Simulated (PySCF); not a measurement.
**Effect of structural changes**

Level of theory: PySCF, TDDFT CAM-B3LYP/aug-cc-pVDZ excited states, vertical, gas phase. Geometry: PBE0-D3(BJ)/def2-SVP.

Each molecule in one low-energy conformer. The parent is C=C=Cc1ncncn1.

**Question.** How does the largest two-photon cross section among the few lowest singlets (linear parallel light, single beam, Lorentzian half width 0.1 eV, states within 0.08 eV summed) change along this series?
- C=C=Cc1ncncn1 (base)
- FC=C=Cc1ncncn1 (H replaced by F)
- NC=C=Cc1ncncn1 (H replaced by NH2)

**Answer.** 
| molecule | S1 (eV) | f(S1) | largest σ (GM) | at photon λ (nm) |
| --- | --- | --- | --- | --- |
| C=C=Cc1ncncn1 | 4.49 | 0.000 | 2.9 | 459 |
| FC=C=Cc1ncncn1 | 4.11 | 0.000 | 1.3 | 451 |
| NC=C=Cc1ncncn1 | 3.49 | 0.001 | 0.5 | 471 |

The largest two-photon cross section among the few lowest singlets (linear parallel light, single beam, Lorentzian half width 0.1 eV, states within 0.08 eV summed) is lowest for NC=C=Cc1ncncn1 and highest for C=C=Cc1ncncn1.
